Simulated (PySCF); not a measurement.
Bonds: Si1-F2 1.590 Å, Si1-F3 1.589 Å, Si1-F4 1.588 Å, Si1-O5 1.617 Å, O5-Si6 1.617 Å, Si6-F7 1.590 Å, Si6-F8 1.589 Å, Si6-F9 1.588 Å.

Geometry: PBE0-D3(BJ)/def2-SVP; GIAO shifts from PySCF, gas phase, non-relativistic, averaged over equivalent atoms.

At wB97X-D/pcSseg-1 (167 basis functions, 25 s wall time on 1 thread of an Arm Neoverse V1, shared host):
| atoms | δ (ppm) |
| --- | --- |
| Si1/Si6 | -108.7 |
| F2/F3/F4/F7/F8/F9 | -152.6 |
| O5 | 55.5 |

References, each an isolated molecule treated in the same way: TMS for ²⁹Si (σ = 352.93 ppm); ¹⁹F (σ = 187.16 ppm) vs CFCl3; H2O for ¹⁷O (σ = 333.19 ppm).

Question: Estimate the result of repeating the calculation with PBE0/pcSseg-1.

Answer: 
```csv
atoms,δ at PBE0/pcSseg-1,change
Si1/Si6,-108.2,+0.5
F2/F3/F4/F7/F8/F9,-157.6,-5.0
O5,60.6,+5.1
```

Scale: TMS for ²⁹Si (σref 351.99); ¹⁹F (σref 177.25) vs CFCl3; ¹⁷O (σref 334.56) against H2O (reference shieldings calculated alike).

The largest change is at O5 (oxygen bonded to 2 Si). Cost: 167 basis functions, 30 s wall time on 1 thread of an Arm Neoverse V1, shared host.

Unscaled 19F shifts against computed CFCl3 carry errors that often reach 10 to 50 ppm. Experimental scales use liquid or dissolved standards, which lie at an offset from isolated H2O (liquid H2O: subtract about 36 ppm).
